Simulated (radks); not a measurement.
Numerical settings for neutral mercury, [Hg]. All-electron calculation, Dirac Kohn-Sham, PBE, spin-unpolarised, spherical densities, finite nucleus; Fermi nuclear charge, rms radius 5.4648 fm. Program: a radial shooting solver on a logarithmic mesh with Libxc functionals. The defaults (mesh step 0.008 in ln r, mesh end at 40 bohr or more with all orbitals vanishing there, Anderson mixing 0.5 over 9 steps, residual threshold near 1e-9 with the energy settled to 1e-9 hartree or 1e-11 of itself, here a cap of 76 iterations) give E = -19657.360 hartree and 6s1/2 at -6.823 eV in 14 iterations. Run on one thread of a shared host, so times are rough (Arm Neoverse V1): 0.17 s of CPU time, 0.17 s wall, 14 iterations on 2440 mesh points. Changes against that run (0 stands for a change within the tolerance of the run):

[
 {"setting": "mesh step in ln r 0.2", "iterations": "4", "converged": "no", "E (mhartree)": "diverged", "e(6s1/2) (meV)": "-", "CPU (s)": "0.01"},
 {"setting": "mesh step in ln r 0.03", "iterations": "14", "converged": "yes", "E (mhartree)": "+0.00268", "e(6s1/2) (meV)": "0", "CPU (s)": "0.06"},
 {"setting": "mesh step in ln r 0.005", "iterations": "14", "converged": "yes", "E (mhartree)": "0", "e(6s1/2) (meV)": "0", "CPU (s)": "0.27"},
 {"setting": "mesh end (bohr) 3", "iterations": "14", "converged": "level above zero", "E (mhartree)": "+1.82e+03", "e(6s1/2) (meV)": "+2.13e+04", "CPU (s)": "0.13"},
 {"setting": "mesh end (bohr) 5", "iterations": "14", "converged": "yes", "E (mhartree)": "+73.9", "e(6s1/2) (meV)": "+1.79e+03", "CPU (s)": "0.16"},
 {"setting": "residual threshold 1e-13", "iterations": "24", "converged": "yes", "E (mhartree)": "0", "e(6s1/2) (meV)": "0", "CPU (s)": "0.23"},
 {"setting": "residual threshold 0.01", "iterations": "9", "converged": "yes", "E (mhartree)": "0", "e(6s1/2) (meV)": "+1.15", "CPU (s)": "0.14"},
 {"setting": "mixing 1.5", "iterations": "15", "converged": "yes", "E (mhartree)": "0", "e(6s1/2) (meV)": "0", "CPU (s)": "0.18"},
 {"setting": "linear mixing, mixing 0.2", "iterations": "76", "converged": "no", "E (mhartree)": "0", "e(6s1/2) (meV)": "0", "CPU (s)": "0.62"},
 {"setting": "linear mixing, mixing 0.05", "iterations": "76", "converged": "no", "E (mhartree)": "+0.093", "e(6s1/2) (meV)": "-96.6", "CPU (s)": "0.75"},
 {"setting": "mixing history 2", "iterations": "23", "converged": "yes", "E (mhartree)": "0", "e(6s1/2) (meV)": "0", "CPU (s)": "0.24"},
 {"setting": "iteration cap 8", "iterations": "8", "converged": "no", "E (mhartree)": "0", "e(6s1/2) (meV)": "+1.15", "CPU (s)": "0.11"}
]

Settled on a wrong energy, with an occupied level pushed above zero by the early mesh end: mesh end (bohr) 3 (+1.82 hartree). Apart from these: settings that end as converged yet miss the energy by more than 1 mhartree: mesh end (bohr) 5 (+0.0739 hartree). A mesh that ends early acts as a hard wall.
